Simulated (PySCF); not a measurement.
The PySCF input:
```python
from pyscf import gto, scf

mol = gto.Mole()
mol.atom = '''
    Si   -0.288906    0.946481    0.771451
    H     0.382608    2.122327    0.129654
    Si    0.207329   -0.807678   -0.597427
    H     0.996315   -0.861303   -1.840963
    H    -1.091687   -1.388386   -0.989240
    H     0.854851   -1.815878    0.264216
'''
mol.basis = 'sto-3g'
mol.charge = 0
mol.spin = 0
mol.verbose = 4
mol.build()

mf = scf.RHF(mol)
mf.kernel()
```

Task: What does this run give for the nuclear repulsion energy, number of basis functions, Mulliken (on the basis functions themselves) charges in atom order, total energy, HOMO-LUMO gap, HOMO energy?

Result: 
* **nuclear repulsion energy**: 76.0989 Eh
* **number of basis functions**: 22
* **Mulliken (on the basis functions themselves) charges in atom order**: Si1 0.35, H2 -0.21, Si3 0.38, H4 -0.17, H5 -0.18, H6 -0.18
* **total energy**: -573.4444 Eh
* **HOMO-LUMO gap**: 11.18 eV
* **HOMO energy**: -5.71 eV
